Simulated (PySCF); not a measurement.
Solvent effects on NMR parameters

Molfile (atoms numbered from 1):
```
C5H14N2Si
     RDKit          3D

 22 22  0  0  0  0  0  0  0  0999 V2000
   -2.9092    1.0304   -0.3712 N   0  0  0  0  0  0  0  0  0  0  0  0
   -2.1025    0.2282    0.5241 C   0  0  0  0  0  0  0  0  0  0  0  0
   -0.9763   -0.4747   -0.2174 C   0  0  2  0  0  0  0  0  0  0  0  0
   -0.2057   -1.4686    0.6626 C   0  0  0  0  0  0  0  0  0  0  0  0
    1.2253   -1.3804    0.1490 C   0  0  0  0  0  0  0  0  0  0  0  0
    1.3601    0.0246   -0.1735 N   0  0  0  0  0  0  0  0  0  0  0  0
    2.8552    0.8900   -0.2544 Si  0  0  0  0  0  4  0  0  0  0  0  0
    0.1128    0.4906   -0.7519 C   0  0  0  0  0  0  0  0  0  0  0  0
   -2.3523    1.7822   -0.7735 H   0  0  0  0  0  0  0  0  0  0  0  0
   -3.6675    1.4814    0.1351 H   0  0  0  0  0  0  0  0  0  0  0  0
   -2.7528   -0.5391    0.9789 H   0  0  0  0  0  0  0  0  0  0  0  0
   -1.6494    0.7909    1.3722 H   0  0  0  0  0  0  0  0  0  0  0  0
   -1.4321   -1.0030   -1.0702 H   0  0  0  0  0  0  0  0  0  0  0  0
   -0.6226   -2.4856    0.6149 H   0  0  0  0  0  0  0  0  0  0  0  0
   -0.2340   -1.1386    1.7144 H   0  0  0  0  0  0  0  0  0  0  0  0
    1.9755   -1.6882    0.8952 H   0  0  0  0  0  0  0  0  0  0  0  0
    1.3570   -2.0371   -0.7376 H   0  0  0  0  0  0  0  0  0  0  0  0
    2.5584    2.3417   -0.0487 H   0  0  0  0  0  0  0  0  0  0  0  0
    3.7477    0.3710    0.8269 H   0  0  0  0  0  0  0  0  0  0  0  0
    3.6047    0.7711   -1.5526 H   0  0  0  0  0  0  0  0  0  0  0  0
   -0.0756    1.5385   -0.4527 H   0  0  0  0  0  0  0  0  0  0  0  0
    0.1227    0.4744   -1.8601 H   0  0  0  0  0  0  0  0  0  0  0  0
  1  2  1  0
  2  3  1  0
  3  4  1  0
  4  5  1  0
  5  6  1  0
  6  7  1  0
  6  8  1  0
  8  3  1  0
  1  9  1  0
  1 10  1  0
  2 11  1  0
  2 12  1  0
  3 13  1  6
  4 14  1  0
  4 15  1  0
  5 16  1  0
  5 17  1  0
  7 18  1  0
  7 19  1  0
  7 20  1  0
  8 21  1  0
  8 22  1  0
M  END
```

GIAO PBE0/pcSseg-1 in PySCF 2.14.0 with density-fitted response routines on one PBE0-D3(BJ)/def2-SVP conformer, non-relativistic, equivalent nuclei averaged. Solvents enter as an IEF-PCM continuum (chloroform with ε = 4.7, methanol with ε = 32.6) around the gas-phase geometry. Shifts are referred to TMS computed in the same medium.

Gas phase, δ in ppm: C8 54.5, C5 52.5, C2 52.2, C3 44.1, C4 34.7, Si7 -54.6, H18/H19/H20 4.61, H22 2.94, H16 2.93, H17 2.72, H11 2.72, H21 2.58, H12 2.52, H13 2.16. Dipole moment 1.16 D.

(1) How does each δ change in the continuum?

(2) Which of the listed nuclei move most (in ppm), and what does the model miss? (N and O are left out, as their reference compounds move with the solvent too.)

## Answers

(1) 
```tsv
atoms	environment	Δδ, chloroform	Δδ, methanol
C8	sp3 CH2 bonded to N	+0.5	+0.7
C5	sp3 CH2 bonded to N	+0.6	+0.8
C2	sp3 CH2 bonded to N	+0.4	+0.6
C3	sp3 CH in a ring	+1.0	+1.5
C4	sp3 CH2 in a ring	+0.5	+0.7
Si7	silicon bonded to N, 3 H	-0.6	-0.8
H18/H19/H20	hydrogen on a silicon bonded to N	-0.05	-0.06
H22	hydrogen on an sp3 CH2 bonded to N	0.00	-0.01
H16	hydrogen on an sp3 CH2 bonded to N	+0.05	+0.08
H17	hydrogen on an sp3 CH2 bonded to N	+0.01	+0.01
H11	hydrogen on an sp3 CH2 bonded to N	0.00	-0.01
H21	hydrogen on an sp3 CH2 bonded to N	+0.10	+0.16
H12	hydrogen on an sp3 CH2 bonded to N	-0.01	0.00
H13	hydrogen on an sp3 CH in a ring	-0.09	-0.15
```

Changes are relative to the gas phase. The dipole moment becomes 1.33 D in chloroform, 1.40 D in methanol.

(2) C3 (sp3 CH in a ring, +1.5 ppm) in methanol. A continuum only polarises the solute; specific hydrogen bonds, the anisotropy of aromatic solvents and changes of geometry or conformer are outside it.
